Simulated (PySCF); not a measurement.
Gas-phase reaction: SnH4 + 2 OH → SnO2 + 3 H2

Energies from PySCF (xtb for GFN2), thermal terms from the rigid-rotor harmonic-oscillator model, ideal gas at 1 bar. † marks an energy on the PBE0/def2-TZVP geometry and frequencies; other levels use their own. CCSD(T) freezes the core. Open shells (unrestricted): OH (multiplicity 2); the rest are closed-shell singlets. GFN2 has no spin-polarisation term. Spin-orbit splitting is ignored; it lowers the true energy and changes the entropy of OH. Sn: scalar-relativistic def2 core potential, no spin-orbit coupling. SnO2: computed as isolated molecules; such fragments, hydroxides, amides, oligomers or adducts are transient or little studied in the gas. CCSD(T) isn't extrapolated to the basis-set limit. Warning, large T1 diagnostic: SnO2 (CCSD(T)/def2-SVP†).

r2SCAN/def2-TZVP† gives ΔH°(298 K) = -191 kJ.

Q: What do PBE/def2-SVP, GFN2-xTB, CCSD(T)/def2-SVP† give?

A: PBE/def2-SVP: -208 kJ; GFN2-xTB: -418 kJ; CCSD(T)/def2-SVP†: -100 kJ. For scale, ΔH°(298 K) is -191 kJ at this level, -150 kJ at ωB97M-V/def2-TZVP†, and runs from -418 to 166 kJ over the 18 levels computed.
